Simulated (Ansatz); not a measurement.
Q: Name a neutral molecule of C, F, Ge, O and H with ideal-gas entropy at 298 K and 1 bar (rigid rotor, harmonic PBE0-D4/def2-TZVP) between 387 and 403 J/(mol·K) and size of the dipole moment (PBE/def2-TZVPP) between 1.70 and 2.00 D (Ansatz, PBE0-D4/def2-TZVP geometry).

A: `CC(C)[O][GeH2][F]` (387 J/(mol·K), 1.79 D). Other molecules can fit too; these were computed, each in one conformer that needn't be the lowest.
